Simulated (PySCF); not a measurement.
Simulated characterisation data

Isolated molecule, non-relativistic, one computed conformer, fast rotation and ring inversion assumed for equivalent nuclei. Shieldings: GIAO PBE0/pcSseg-1; geometry from GFN2-xTB; PySCF 2.14.

Chemical shifts δ = σref − σ; ¹H (σref 31.72) and ¹³C (σref 186.93) vs TMS, all at this level. Splittings of carbon signals by F and P are missing where no couplings were computed. Where no couplings were computed, multiplicities follow the n + 1 count of equivalent neighbours, and m marks all less simple cases (inequivalent or close neighbours, rings, F or P nearby). Shifts are as computed. Against solution values, carbons near 30 ppm lie about +3 ppm off and those near 130 ppm about +5 ppm. Of 1211 compounds with measured shifts, 218 miss one by over three times the rms of a fit or turn the order of signals round; such compounds aren't used in these exercises.

Compound 1 (C₇H₁₂N₂Si). ¹H NMR (600 MHz, computed): δ 7.98 (m, 1H), 7.74 (m, 1H), 6.78 (m, 1H), 5.87 (m, 1H), 5.35 (m, 1H), 5.32 (sept, 1H), 0.49 (d, 6H). ¹³C{¹H} NMR (computed): δ 149.1 (CH), 135.4 (CH), 135.0 (CH), 127.7 (C), 116.0 (CH2), -0.7 (CH3). Structure: SMILES C=Cc1cnn([SiH](C)C)c1.

Compound 2 (C₄H₉F₃N₂Si). ¹H NMR (600 MHz, computed): δ 6.93 (q, 1H), 4.65 (s, 3H), 3.89 (m, 2H), 2.12 (d, 3H). ¹³C{¹H} NMR (computed): δ 136.0 (CH), 134.6 (C), 63.4 (CH2), 23.3 (CH3). Structure: `N(=C\C)/N([SiH3])CC(F)(F)F`.
